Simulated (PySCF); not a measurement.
**Ge⁺: interval between two levels**

Ge⁺ [Ar] 3d10 4s2 4p1 [2P3/2, M_J = 3/2] → Ge⁺ [Ar] 3d10 4s1 4p2 [4P5/2, M_J = 5/2], as a difference of total energies. Computed with PySCF 2.14 in x2c-TZVPall-2c with one added diffuse shell each of s, p, d type (7s8p5d1f, 63 functions), with the two-component X2C-1e Hamiltonian. Correlated levels: [Ne] frozen. "Screened" scales the spin-orbit matrix elements by Boettger's factors to mimic the two-electron term; Breit and QED terms are absent.

```tsv
method	interval between two levels (cm⁻¹)
GHF (spin-free)	39393
GMP2 (spin-free)	47782
GHF (screened spin-orbit)	39418
GMP2 (screened spin-orbit)	47807
```

The spin-free rows relax to the high-spin LS determinant and lack the spin-orbit shift.

Errors of the correlated levels include the incompleteness of this basis and the frozen core.

The labels give the starting determinants; with spin-orbit coupling the two ends relaxed to ⟨J²⟩ = 3.76, ⟨L²⟩ = 2.01, ⟨S²⟩ = 0.75 and ⟨J²⟩ = 8.76, ⟨L²⟩ = 2.01, ⟨S²⟩ = 3.75.

For comparison: 51599 cm⁻¹ (measured; NIST Handbook of Basic Atomic Spectroscopic Data (Sansonetti and Martin, J. Phys. Chem. Ref. Data 34, 1559 (2005))).
